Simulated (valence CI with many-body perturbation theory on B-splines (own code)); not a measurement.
E1 transitions of As

Method: valence CI with perturbative core correlation (CI+MBPT): five valence electrons over a frozen Dirac-Fock core [Ar] 3d10, a basis of 10 s, 10 p, 9 d, 7 f, 4 g, 2 h functions for each j, with the one-electron correlation potential Σ1, the two-electron term Σ2, the three-electron term Σ3, Breit, model QED; selected CI, second order for the rest, scaled by the run's own slope (own B-spline code, finite nucleus).

Set against measurement, 11 paired levels are off by 73 cm⁻¹ on average, the worst by 115. These come from a selection out of the NIST Handbook of Basic Atomic Spectroscopic Data. Levels without a partner in it may be off by more. Among the levels kept, up to 860 cm⁻¹ of a level comes from second order outside the variational space, and about a tenth of that is noise between levels of different J, which matters for small intervals.

Lines 1 to 50 of 266 in falling wavelength, among levels below 69917 cm⁻¹, chosen from the strongest by gf and those to the six lowest levels. Wavelengths and rates use the calculated energies, so an error of 70 cm⁻¹ moves a line at 49520 Å by 3.5 % and its rate by three times that or more. Electric multipoles are in the length gauge, E1 and E2 with the static RPA response of the core. Weak lines are less certain than strong ones. Lines between different terms over intervals too small for the method are left out, as are lines whose strength nearly cancels. The highest levels of a list are the least certain.

Names give the largest LS component (configuration and term), which can be under half, so a name can repeat, a term be missing and a line seem to break the LS rules; names also repeat where a configuration has a term twice.

```
λ vac (Å)               Upper               Lower   A (s⁻¹)  S (a.u.) with core polarisation  S without
    49520  4s2 4p2 6p 4D°_3/2   4s2 4p2 6s 4P_3/2  3.15e+04                         7.54e+00   7.54e+00
    48670   4s2 4p2 4d 4F_7/2  4s2 4p2 5p 4D°_7/2  1.33e+04                         6.05e+00   6.04e+00
    44710   4s2 4p2 4d 4D_1/2  4s2 4p2 5p 2P°_1/2  2.33e+05                         2.06e+01   2.06e+01
    43720   4s2 4p2 4d 4F_5/2  4s2 4p2 5p 4P°_3/2  3.22e+04                         7.97e+00   7.97e+00
    39730   4s2 4p2 4d 4D_5/2  4s2 4p2 5p 2D°_5/2  7.76e+04                         1.44e+01   1.44e+01
    37940   4s2 4p2 4d 4F_5/2  4s2 4p2 5p 4D°_5/2  1.32e+05                         2.13e+01   2.13e+01
    37620   4s2 4p2 4d 2F_5/2  4s2 4p2 5p 4P°_5/2  6.18e+04                         9.73e+00   9.73e+00
    36610   4s2 4p2 4d 2P_3/2  4s2 4p2 5p 4P°_3/2  6.92e+04                         6.70e+00   6.70e+00
    35790   4s2 4p2 4d 4D_3/2  4s2 4p2 5p 4S°_3/2  2.21e+05                         2.00e+01   2.00e+01
    35110  4s2 4p2 6p 4D°_1/2   4s2 4p2 6s 4P_1/2  2.31e+06                         9.89e+01   9.89e+01
    34350  4s2 4p2 6p 4D°_3/2   4s2 4p2 6s 4P_1/2  1.78e+06                         1.42e+02   1.43e+02
    34110   4s2 4p2 4d 4D_1/2  4s2 4p2 5p 4S°_3/2  8.84e+04                         3.46e+00   3.46e+00
    32870   4s2 4p2 4d 4D_5/2  4s2 4p2 5p 4S°_3/2  2.53e+05                         2.66e+01   2.66e+01
    32830   4s2 4p2 4d 4F_9/2  4s2 4p2 5p 4D°_7/2  1.23e+06                         2.14e+02   2.14e+02
    32570   4s2 4p2 4d 4F_3/2  4s2 4p2 5p 4D°_3/2  2.31e+05                         1.58e+01   1.57e+01
    32490   4s2 4p2 4d 2P_1/2  4s2 4p2 5p 4P°_1/2  2.82e+05                         9.54e+00   9.54e+00
    31840   4s2 4p2 4d 4F_3/2  4s2 4p2 5p 4D°_1/2  4.42e+05                         2.82e+01   2.82e+01
    31720   4s2 4p2 4d 4D_3/2  4s2 4p2 5p 4P°_5/2  9.60e+04                         6.05e+00   6.05e+00
    30880  4s2 4p2 6p 4D°_1/2   4s2 4p2 4d 4D_1/2  6.44e+05                         1.87e+01   1.87e+01
    30880   4s2 4p2 4d 4F_7/2  4s2 4p2 5p 4D°_5/2  1.48e+06                         1.72e+02   1.72e+02
    30730   4s2 4p2 4d 4P_3/2  4s2 4p2 5p 2S°_1/2  2.91e+05                         1.67e+01   1.67e+01
    30290  4s2 4p2 6p 4D°_3/2   4s2 4p2 4d 4D_1/2  7.01e+05                         3.84e+01   3.85e+01
    29540   4s2 4p2 4d 2F_5/2  4s2 4p2 5p 2D°_3/2  1.27e+06                         9.66e+01   9.66e+01
    29410   4s2 4p2 4d 4D_5/2  4s2 4p2 5p 4P°_5/2  3.82e+05                         2.87e+01   2.87e+01
    29000   4s2 4p2 4d 2P_1/2  4s2 4p2 5p 4P°_3/2  2.92e+05                         7.02e+00   7.02e+00
    28970   4s2 4p2 4d 4F_5/2  4s2 4p2 5p 4D°_3/2  1.39e+06                         1.00e+02   1.00e+02
    28850   4s2 4p2 4d 4D_7/2  4s2 4p2 5p 4P°_5/2  1.45e+06                         1.38e+02   1.38e+02
    28150   4s2 4p2 6s 2P_1/2  4s2 4p2 5p 2P°_3/2  1.16e+05                         2.55e+00   2.55e+00
    27980   4s2 4p2 4d 2F_7/2  4s2 4p2 5p 2D°_5/2  2.41e+06                         2.08e+02   2.08e+02
    27850   4s2 4p2 4d 2D_3/2  4s2 4p2 5p 2P°_3/2  7.54e+05                         3.22e+01   3.22e+01
    27010   4s2 4p2 4d 2D_5/2  4s2 4p2 5p 2P°_3/2  2.06e+06                         1.20e+02   1.20e+02
    26440   4s2 4p2 4d 4F_3/2  4s2 4p2 5p 2S°_1/2  6.08e+05                         2.22e+01   2.22e+01
    26180   4s2 4p2 4d 4D_5/2  4s2 4p2 5p 4D°_7/2  1.04e+05                         5.50e+00   5.51e+00
    25770   4s2 4p2 4d 4D_3/2  4s2 4p2 5p 2D°_3/2  1.21e+05                         4.08e+00   4.08e+00
    25730   4s2 4p2 4d 4D_7/2  4s2 4p2 5p 4D°_7/2  7.61e+05                         5.12e+01   5.12e+01
    25590   4s2 4p2 6s 2P_1/2  4s2 4p2 5p 2P°_1/2  3.58e+05                         5.92e+00   5.92e+00
    25560   4s2 4p2 4d 2F_5/2  4s2 4p2 5p 4P°_3/2  8.64e+05                         4.27e+01   4.27e+01
    25430  4s2 4p2 6p 4D°_3/2   4s2 4p2 4d 2F_5/2  3.62e+05                         1.17e+01   1.17e+01
    25340   4s2 4p2 4d 2D_3/2  4s2 4p2 5p 2P°_1/2  2.06e+06                         6.61e+01   6.61e+01
    25210   4s2 4p2 4d 2P_3/2  4s2 4p2 5p 4D°_1/2  6.40e+05                         2.03e+01   2.03e+01
    24890   4s2 4p2 4d 4D_1/2  4s2 4p2 5p 2D°_3/2  1.95e+05                         2.97e+00   2.97e+00
    24770   4s2 4p2 4d 4D_3/2  4s2 4p2 5p 4P°_1/2  9.61e+05                         2.89e+01   2.89e+01
    24230   4s2 4p2 4d 4D_5/2  4s2 4p2 5p 2D°_3/2  9.09e+05                         3.83e+01   3.83e+01
    23960   4s2 4p2 4d 4D_1/2  4s2 4p2 5p 4P°_1/2  1.22e+06                         1.66e+01   1.66e+01
    23650   4s2 4p2 4d 2D_5/2  4s2 4p2 5p 2D°_5/2  5.42e+05                         2.12e+01   2.12e+01
    23470   4s2 4p2 4d 2F_5/2  4s2 4p2 5p 4D°_5/2  7.59e+04                         2.90e+00   2.91e+00
    22740  4s2 4p2 6p 4D°_3/2   4s2 4p2 4d 2P_1/2  1.58e+05                         3.67e+00   3.67e+00
    22690   4s2 4p2 4d 4D_3/2  4s2 4p2 5p 4P°_3/2  9.70e+05                         2.24e+01   2.24e+01
    22440   4s2 4p2 4d 2F_7/2  4s2 4p2 5p 4P°_5/2  6.80e+04                         3.03e+00   3.03e+00
    21870   4s2 4p2 6s 4P_3/2  4s2 4p2 5p 4P°_5/2  1.99e+05                         4.12e+00   4.12e+00
```
